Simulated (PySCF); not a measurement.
**Mayer bond orders and bond lengths**

C₈H₇N.
Numbering: `[CH3:1][C:2]#[C:3][c:4]1[cH:5][cH:6][cH:7][cH:8][n:9]1` (hydrogens: H10, H11, H12 on C1; H13 on C5; H14 on C6; H15 on C7; H16 on C8)

Cartesian coordinates in Å at the GFN2-xTB level; atoms count from 1:
```xyz
16
C8H7N angstrom
C      3.682   -0.754   -0.291
C      2.270   -0.494   -0.146
C      1.093   -0.276   -0.025
C     -0.292   -0.015    0.130
C     -0.740    0.771    1.198
C     -2.096    1.005    1.318
C     -2.958    0.454    0.381
C     -2.411   -0.312   -0.639
N     -1.121   -0.544   -0.768
H      4.059   -1.267    0.594
H      3.860   -1.378   -1.166
H      4.222    0.186   -0.409
H     -0.032    1.178    1.904
H     -2.479    1.608    2.130
H     -4.024    0.614    0.439
H     -3.041   -0.766   -1.395
```

Bond orders from the PBE0/pcSseg-1 density (PySCF). Isolated species at its GFN2-xTB geometry, gas phase.

(1) Where do the orders between heavy atoms depart from those drawn in the SMILES?

(2) Set the Mayer orders of the bonds between heavy atoms beside their lengths.

## Answers

(1) The largest departure is 0.733, at C2–C3 (drawn triple, 2.267), counting aromatic bonds as 1.5. Drawn single, order above 1.12: C1–C2 (1.248). Drawn double or triple, more than 0.30 short of the drawn order: C2–C3 (2.267). The bonds drawn aromatic range from 1.32 to 1.51.

(2) 
| bond | drawn as | length (Å) | Mayer order |
| --- | --- | --- | --- |
| C1–C2 | single | 1.443 | 1.248 |
| C2–C3 | triple | 1.203 | 2.267 |
| C3–C4 | single | 1.418 | 1.058 |
| C4–C5 | aromatic | 1.399 | 1.320 |
| C5–C6 | aromatic | 1.382 | 1.451 |
| C6–C7 | aromatic | 1.388 | 1.415 |
| C7–C8 | aromatic | 1.387 | 1.385 |
| C8–N9 | aromatic | 1.318 | 1.506 |
| N9–C4 | aromatic | 1.332 | 1.505 |

By pair of heavy elements: C–C: lowest C3–C4 (1.058, 1.418 Å), highest C2–C3 (2.267, 1.203 Å); in 1 of the 21 pairs the longer bond (by over 0.003 Å) has the higher order (by 0.02 or more). C–N: all 2 within 0.02 of one another (1.505 to 1.506).

**Question.** And the bonds to hydrogen?

**Answer.** C–H: 0.93 to 0.98 (7 bonds).

**Question.** Sum the orders of all bonds at each heavy atom with more than one neighbour and set the sums beside the valence in the SMILES.

**Answer.** C1 4.027 (drawn 4), C2 3.515 (drawn 4), C3 3.325 (drawn 4), C4 3.883 (drawn 4), C5 3.741 (drawn 4), C6 3.842 (drawn 4), C7 3.766 (drawn 4), C8 3.867 (drawn 4), N9 3.011 (drawn 3). Orders between atoms that aren't bonded are not in these sums.

Mayer orders depend on the basis set.
